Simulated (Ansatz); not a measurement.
Correlation energies of C$_{2}$H$_{5}$ClOSi (`C=C[SiH](O)Cl`) by basis set

```xyz
10

C    -1.065    1.239   -0.333
C     0.151    0.766   -0.591
Si    0.880   -0.645    0.356
O    -0.233   -1.392    1.293
Cl    1.670   -1.960   -1.023
H    -1.492    2.070   -0.888
H    -1.686    0.816    0.451
H     0.737    1.227   -1.384
H     1.974   -0.247    1.262
H    -0.936   -1.874    0.856
```

The species carries charge 0 and has multiplicity 1. The geometry is a stationary point of PBE0-D4/def2-TZVP. It is one conformer, not always the lowest. Frozen core, restricted reference, Ansatz 0.2.0. CBS rows extrapolate triple and quadruple zeta; past MP2 they add the triple-zeta difference.

| basis | HF (Eh) | MP2 corr. |
| --- | --- | --- |
| def2-SVP | -901.67380 | -0.67513 |
| def2-TZVPP | -902.12694 | -0.86847 |
| def2-QZVPP | -902.15612 | -0.93845 |

**Question.** Estimate the CCSD correlation energy and the (T) correction in each basis where they were run (hartree).

**Answer.** 
| basis | CCSD corr. | (T) |
| --- | --- | --- |
| def2-SVP | -0.72469 | -0.02017 |
| def2-TZVPP | -0.91361 | -0.03807 |
| CBS(def2) | -1.03543 | as TZ |
